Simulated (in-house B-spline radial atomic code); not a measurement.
How numerical settings move a run on B3+, 1s2. Computed with a B-spline radial code for spherical atoms: Dirac-Kohn-Sham LDA VWN5, spherical fractional occupations, Fermi nucleus of rms radius 2.406 fm.

Command:
```bash
python run_scf.py task.json out
```
Settings of the sound reference run:
```
Z                5
electrons        2
configuration    1s2
hamiltonian      dirac
method           lda,vwn
spin_polarised   False
nucleus          fermi
rms_radius       2.406
mass_number      11
atomic_mass      11.00931
speed_of_light   137.036
knot_spacing     0.22
spline_order     8
gauss_points     12
box_radius       16.22
max_iterations   70
damping          0.5
damped_steps     3
diis_vectors     10
tolerance        1e-08
start            Thomas-Fermi
```

Run time, properties included: 0.57 s on 1 thread of Arm Neoverse N1, on a shared host.

It converges in 7 iterations to -21.749974 hartree, with 1s1/2 at -229.205 eV. The other runs change the listed settings, some to values that make no sense; their results aren't properties of the atom or ion. Radii are in bohr (the nuclear one in fm), a minus after a letter asks for a j subshell, and «unchanged» means within 1e-8 hartree. The run stops when the residual is below 10 × tolerance × max(1, Z/10), or a noise floor if that is larger, and the energy moves by less than 1e-8 × √|E| hartree; so very loose and very tight tolerances often act alike.

```tsv
changed settings	outcome
knot_spacing = 1.4, spline_order = 5, first_knot = 0.06, max_iterations = 60, start = bare nucleus	converged in 7 iterations, energy +3.29e-01 hartree from the reference, 1s1/2 level +8.7e-01 eV
method = hf, spin_polarised = True	stopped with error: spin polarisation is not served with the Dirac Hamiltonian
damped_steps = 1	converged in 5 iterations, energy unchanged, 1s1/2 level -1.2e-06 eV
damped_steps = 8	converged in 11 iterations, energy unchanged, 1s1/2 level +4.6e-07 eV
knot_spacing = 0.55	converged in 7 iterations, energy +6.02e-05 hartree from the reference, 1s1/2 level -6.8e-04 eV
knot_spacing = 2, max_iterations = 8, damping = 0.95, tolerance = 0.01	converged in 7 iterations, energy +2.10e-01 hartree from the reference, 1s1/2 level +1.2e+00 eV (the program warns: 1s1/2 reaches the box edge)
knot_spacing = 1.4	converged in 7 iterations, energy +1.51e-02 hartree from the reference, 1s1/2 level -5.3e-02 eV
knot_spacing = 0.75	converged in 7 iterations, energy +9.80e-04 hartree from the reference, 1s1/2 level -1.3e-02 eV
gauss_points = 5, max_iterations = 50, damped_steps = 0	converged in 5 iterations, energy unchanged, 1s1/2 level +5.1e-07 eV
box_radius = 4.87, max_iterations = 100, damping = 0.95, damped_steps = 30, start = bare nucleus	converged in 34 iterations, energy unchanged
knot_spacing = 1	converged in 7 iterations, energy +8.42e-03 hartree from the reference, 1s1/2 level -4.6e-02 eV
```

**Question.** What happens with electrons = 3, configuration = 1s2 2p-1, max_iterations = 100?

**Answer.** Converged in 7 iterations to -22.9020 hartree, a different physical problem.

**Question.** What happens with knot_spacing = 0.3?

**Answer.** Converged in 7 iterations, energy unchanged.

**Question.** What happens with damped_steps = 30?

**Answer.** Converged in 16 iterations, energy unchanged, 1s1/2 level +8.6e-06 eV.

**Question.** What happens with electrons = 5, configuration = 1s2 2s3, max_iterations = 50?

**Answer.** Stopped with error: shell 2s holds at most 2 electrons.
